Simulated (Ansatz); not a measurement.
`[SeH]C1BO1` + H₂ → H₂Se + `B1CO1` at 700 K and 1 bar (hydrogenolysis of the Se–C bond).

Gas-phase electronic energies from Ansatz, PBE0-D4/def2-TZVP geometries. CCSD(T)/CBS is the MP2 limit (def2-TZVPP, def2-QZVPP) plus CCSD(T) − MP2 in def2-TZVPP, frozen cores. This one scheme is used for every species. For Se outer-core shells are correlated without core-valence functions, which leaves a few kJ/mol of doubt a bond. Scalar relativity is left out up to krypton. One conformer a species, not always the lowest.

```tsv
species	CCSD(T)/CBS energy (Eh)	H − E (kJ/mol)	S (J/(mol·K))
`[SeH]C1BO1`	-2540.50305	160.7	383.6
H₂	-1.17544	46.8	155.3
H₂Se	-2401.89790	61.1	251.1
`B1CO1`	-139.80191	150.0	304.8
```

H − E and S are ideal-gas, rigid-rotor, harmonic terms from PBE0-D4/def2-TZVP, for one conformer and one mirror image of each species. The MP2-based limit puts H₂ 0.8 mEh under its directly extrapolated value; such offsets cancel only in part. 1 Eh = 2625.50 kJ/mol, R = 8.31446 J/(mol·K).

**Question.** By hand: ΔE, ΔH, ΔS and ΔG.

**Answer.** ΔE = (-2401.89790) + (-139.80191) − (-2540.50305) − (-1.17544) = -0.02132 Eh = -56.0 kJ/mol. Δ(H − E) = 61.1 + 150.0 − 160.7 − 46.8 = 3.6, so ΔH = -52.4 kJ/mol. ΔS = 251.1 + 304.8 − 383.6 − 155.3 = 17.0 J/(mol·K). ΔG = -52.4 − 700 × (17.0)/1000 = -64.3 kJ/mol.

**Question.** By hand: the equilibrium constant, and the temperature at which ΔG would vanish if ΔH and ΔS stayed fixed.

**Answer.** log₁₀ K = −ΔG/(RT ln 10) = 4.8. ΔH and −TΔS have one sign here, so there is no such temperature.

ΔH outweighs TΔS. A doubt of 5 kJ/mol in ΔE shifts log₁₀ K by 0.4 here. Other conformers and mirror images would add mixing entropy, several J/(mol·K) or more a flexible species. These are equilibria of isolated gas molecules and say nothing of rates. Largest T1 diagnostic: 0.016 (customary marks: 0.02 for closed shells, 0.045 for open ones).
